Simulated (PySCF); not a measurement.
SMILES C[Si]([N]([GeH3])C)(C)C, GFN2-xTB optimised geometry. Atoms within 1.6 Å of the plane z = 0.0 Å (x, y, z in Å): Si1 (0.51, -0.21, -1.50), C2 (2.36, -0.47, -1.12), N5 (-0.39, -0.30, 0.00), C6 (0.20, 0.26, 1.20), Ge7 (-2.22, -0.30, 0.00), H8 (2.52, -1.36, -0.52), H9 (2.79, 0.37, -0.61), H17 (1.24, -0.06, 1.30), H18 (0.18, 1.36, 1.21), H20 (-2.71, -1.04, -1.19), H21 (-2.79, 1.10, 0.00), H22 (-2.63, -0.96, 1.28).

Level of theory: B3LYP/def2-SVP (PySCF). Cells within 0.4 Å of a nucleus heavier than hydrogen are left out (blank, or x).

Map of the deformation density (molecule minus spherical neutral atoms) (e/bohr³) on the plane z = 0.0 Å:

```
|111111111111111111111111111|
|111111111111111111111111111|
|111111111111111111111111111|
|111111111111111111111111111|
|111111111111111111111111111|
|111111111111111111111111111|
|111111111111111111111111111|
|111111111111111111111111111|
|111111111111111111111111111|
|111111111111111111111111111|
|111113731111000011111111111|
|111114852111100000110011111|
|111113421122210000011011111|
|1111011x0145x20000011111111|
|1110001xx15xxx0000000111111|
|111101101135941000011111111|
|111111110012321100111111111|
|111111100011111111100011111|
|111111111111111111100111111|
|111111111111111111111111111|
|111111111111111111111111111|
|111111111111111111111111111|
|111111111111111111111111111|
|111111111111111111111111111|
|111111111111111111111111111|
|111111111111111111111111111|
|111111111111111111111111111|
```
Scale: ten equal steps from -0.014 (start of '0') to 0.082 (end of '9'), in the order '0123456789'; x runs from -5.00 to 5.00, y from -5.00 (bottom) to 5.00 (top).
